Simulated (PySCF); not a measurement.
All of these have the formula C6H10NP. The calculation used PySCF 2.14.0, density-fitted response routines, TDDFT CAM-B3LYP/def2-SVPD, vertical, gas phase, core orbitals frozen in the response. Geometries: GFN2-xTB; one conformer of each isolated species. Triplets are in the Tamm–Dancoff approximation.

A. `CP(C)n1cccc1`
B. `CCC1=PC=CN1C`
C. `N#CCPC1CCC1`
D. `C=CC1P(NC)C=1C`

Lowest singlet levels (six at most, fewer where fewer were computed) with oscillator strengths:

1. 5.29 eV (f 0.150); 5.69 eV (f 0.003); 5.76 eV (f 0.010); 6.03 eV (f 0.002); 6.28 eV (f 0.018); 6.40 eV (f 0.242); T1 3.48 eV
2. 6.46 eV (f 0.084); 6.77 eV (f 0.085); 7.13 eV (f 0.101); 7.50 eV (f 0.008); 7.69 eV (f 0.032); 7.87 eV (f 0.022); T1 5.31 eV
3. 6.25 eV (f 0.005); 6.25 eV (f 0.058); 6.42 eV (f 0.006); 6.50 eV (f 0.028); 6.76 eV (f 0.227); 6.84 eV (f 0.024); T1 4.25 eV
4. 4.27 eV (f 0.002); 4.97 eV (f 0.171); 5.43 eV (f 0.006); 5.60 eV (f 0.038); 5.88 eV (f 0.247); 6.02 eV (f 0.023); T1 3.20 eV

**Question.** Which spectrum belongs to which structure?

**Answer.** 1 = B, 2 = C, 3 = A, 4 = D.
- A: S1 at 6.25 eV, HOMO→LUMO (48%), HOMO→LUMO+3 (33%); Löwdin shares by element: HOMO carbon 84% or more (atoms not listed hold the other 16%); LUMO carbon 34% or more, phosphorus 9%, hydrogen 8% or more (atoms not listed hold the other 49%); HOMO -7.45 and LUMO 1.27 eV; point group Cs.
- B: S1 at 5.29 eV, HOMO→LUMO (73%), HOMO→LUMO+1 (17%); Löwdin shares by element: HOMO carbon 42% or more, phosphorus 31%, nitrogen 9% (atoms not listed hold the other 19%); LUMO carbon 23% or more, phosphorus 22%, nitrogen 9% (atoms not listed hold the other 45%); HOMO -7.12 and LUMO 0.96 eV.
- C: S1 at 6.46 eV, HOMO→LUMO (82%); Löwdin shares by element: HOMO phosphorus 60%, carbon 19% or more, hydrogen 6% or more (atoms not listed hold the other 15%); LUMO carbon 32% or more, phosphorus 23%, hydrogen 9% or more (atoms not listed hold the other 37%); HOMO -8.79 and LUMO 0.87 eV.
- D: S1 at 4.27 eV, HOMO→LUMO (92%); Löwdin shares by element: HOMO nitrogen 39%, phosphorus 25%, carbon 19% or more (atoms not listed hold the other 17%); LUMO carbon 79% or more (atoms not listed hold the other 21%); HOMO -7.25 and LUMO 0.11 eV.
